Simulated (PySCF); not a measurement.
Si(Cl)(I)2(Me) (CH3ClI2Si), SMILES C[Si](Cl)(I)I.

Geometry optimised at PBE0-D3(BJ)/def2-SVP. The def2 effective core potentials stand for the cores of I; spin–orbit coupling is left out.

Method: PBE0-D3(BJ)/def2-SVP (PySCF).

Frequencies are harmonic and unscaled.

| mode | ν (cm⁻¹) | IR (km/mol) | Raman (Å⁴/amu) | depolarisation | moving atoms (share of kinetic energy) |
|---|---|---|---|---|---|
| 1 | 82 | 0.1 | 4.1 | 0.66 | I 77 %, Cl 10 % |
| 2 | 116 | 0.7 | 2.6 | 0.75 | Cl 63 %, I 20 %, C 11 % |
| 3 | 160 | 2.1 | 5.6 | 0.42 | Cl 46 %, I 25 %, Si 19 %, C 8 % |
| 4 | 166 | 0.8 | 3.4 | 0.75 | C 45 %, H 26 %, I 22 % |
| 5 | 177 | 0.3 | 3.6 | 0.53 | C 40 %, H 26 %, Cl 13 %, I 11 %, Si 10 % |
| 6 | 185 | 0.0 | 0.0 | – | H 99 % |
| 7 | 300 | 17.8 | 10.5 | 0.02 | Si 41 %, I 19 %, C 18 %, Cl 15 % |
| 8 | 413 | 136.0 | 1.6 | 0.75 | Si 83 %, I 11 % |
| 9 | 554 | 109.2 | 4.4 | 0.25 | Si 53 %, Cl 38 % |
| 10 | 742 | 49.7 | 7.8 | 0.22 | C 41 %, Si 41 %, H 17 % |
| 11 | 799 | 102.1 | 0.1 | 0.75 | H 74 %, C 20 % |
| 12 | 806 | 71.6 | 0.3 | 0.75 | H 72 %, C 20 % |
| 13 | 1259 | 19.6 | 1.0 | 0.08 | H 78 %, C 22 % |
| 14 | 1414 | 6.7 | 8.3 | 0.74 | H 96 % |
| 15 | 1415 | 3.0 | 7.2 | 0.75 | H 96 % |
| 16 | 3062 | 0.5 | 146.7 | 0.01 | H 97 % |
| 17 | 3179 | 0.4 | 108.1 | 0.75 | H 90 %, C 10 % |
| 18 | 3185 | 0.5 | 75.3 | 0.73 | H 90 %, C 10 % |
